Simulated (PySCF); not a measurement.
CH4ClInO, SMILES [Cl][In]([OH])[CH3].

Coordinates come from a B3LYP-D3(BJ)/def2-SVP optimisation. The structure was generated by enumeration; whether it is a known compound was not checked. The def2 effective core potentials stand for the cores of In; spin–orbit coupling is left out. The values are those of a single conformer.

Computed with C-PCM-PBE0/def2-SVP (PySCF 2.14.0).

The values are the electrostatic part of the solvation free energy, E(continuum) − E(gas) at the gas-phase geometry, in a cavity of scaled van der Waals radii (PySCF's table); cavitation and dispersion terms are not included. A continuum can't describe solvent molecules that bind to the metal. In vacuum the orbital gap is 6.90 eV. The dipole moment in vacuum is 2.22 D.

Computed values in water (ε = 78.36), methanol (ε = 32.61), dichloromethane (ε = 8.93):
```tsv
solvent	ε	ΔG(elec) (kcal/mol)	dipole (D)	gap (eV)
water	78.36	-9.5	2.83	7.20
methanol	32.61	-9.3	2.82	7.20
dichloromethane	8.93	-8.5	2.76	7.18
```
